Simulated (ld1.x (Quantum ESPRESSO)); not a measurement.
# Ta: one change to a TM potential, before and after

ld1.x (Quantum ESPRESSO) 7.5 input, shortened:

```
&input
   title='Ta', zed=73., rel=2, dft='PZ', iswitch=3,
   config='[Xe] 4f14 5d3 6s1.75 6p0.25', rel_dist='average'
 /
 &inputp
   pseudotype=2, tm=.true., lloc=0,
   nlcc=.false.
 /
3
6P  2  1   0.25   0.00  4.00  4.00  0.0
5D  3  2   3.00   0.00  2.25  2.25  0.0
6S  1  0   1.75   0.00  2.35  2.35  0.0
 &test
   configts(1)='5d3 6s1.75 6p0.25'
 /
```

Open shells are filled in proportion to 2j + 1 (rel_dist='average').

Change: all radii scaled by about 1.13 (s 2.66, p 4.54, d 2.56 bohr).

Cutoffs: the cutoffs (Ry, on a coarse ladder) from which the occupation-weighted sum of valence levels, in a spherical-Bessel basis at the reference potential, stays within 10 and 1 mRy of its value at 400 Ry; they do not see the model core or the augmentation charge, which bear on the density cutoff. Errors are all-electron minus pseudo energies relative to the spin-unpolarised reference configuration.

Q: Predict the effect on cutoff, ghosts and configuration errors.

A: The potential gets softer (30 Ry and 35 Ry → 25 Ry and 30 Ry); of the 7 tests that both files solve, the error grows in 1 and shrinks in 1 by more than 15 % and 0.3 meV (median size 7.3 → 6.1 meV); neither file shows a bound ghost. A larger radius leaves more room for a smooth pseudo-wave, so fewer plane waves are needed.

| quantity | base | changed |
| --- | --- | --- |
| cutoff, loose | 30 Ry | 25 Ry |
| cutoff, tight | 35 Ry | 30 Ry |
| loose cutoff by channel (10 mRy a level) | p 6 Ry, d 25 Ry, s 6 Ry | p 6 Ry, d 21 Ry, s 6 Ry |
| bound ghosts | none | none |
| error for 5d3 6s2 6p0, meV [ΔE -1.03 eV] | +0.2 | +0.4 |
| error for 5d3 6s1 6p0, meV [ΔE 7.67 eV] | +7.3 | +6.1 |
| error for 5d3 6s0 6p0, meV [ΔE 22.98 eV] | +56 | +53 |
| error for 5d2 6s0 6p0, meV [ΔE 46.90 eV] | +120 | +121 |
| error for 5d3 6s1.5 6p0, meV [ΔE 2.53 eV] | +0.8 | +0.6 |
| error for 5d3 6s1 6p1, meV [ΔE 3.19 eV] | +2.4 | +4.1 |
| error for 5d4 6s1 6p0, meV [ΔE 1.05 eV] | -11 | -11 |
